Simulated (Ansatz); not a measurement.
Species: C₂H₇BN, net charge 0, doublet state. It need not be the lowest isomer of its formula. SMILES: CB(C)[NH]
Coordinates optimised at B3LYP-D3(BJ)/def2-TZVP (Ansatz, a quantum-chemistry and plane-wave program):
```
B
N 1 1.3791
H 2 1.0078 1 136.33
C 1 1.5915 2 120.22 3 -93.15
H 4 1.0893 1 114.17 2 5.34
H 4 1.0941 5 108.38 1 122.57
H 4 1.0943 5 108.66 6 115.35
C 1 1.5917 2 120.15 3 92.59
H 8 1.0894 1 114.17 2 -7.81
H 8 1.0940 9 108.76 1 122.43
H 8 1.0942 9 108.27 10 115.36
```
Charge 0, spin multiplicity 2.

Computed values are from Ansatz. Cores are frozen in the correlated levels unless marked. UHF or UKS for open shells. No spin-orbit coupling. No relativistic terms. CBS marks a two-point X^-3 extrapolation of the correlation energy; Hartree-Fock from the larger set.

Task: What is the atomisation energy De at CCSD(T)/CBS(aug-cc-pVTZ,aug-cc-pVQZ)?

Result: 4118.5 kJ/mol.

Task: What is the total energy at CCSD(T)/CBS(aug-cc-pVTZ,aug-cc-pVQZ)?

Result: -159.7792 Eh.

Task: What is the dipole moment at CCSD(T)/aug-cc-pVDZ?

Result: 1.08 D.

Task: What is the T1 diagnostic at CCSD/aug-cc-pVQZ?

Result: 0.018.
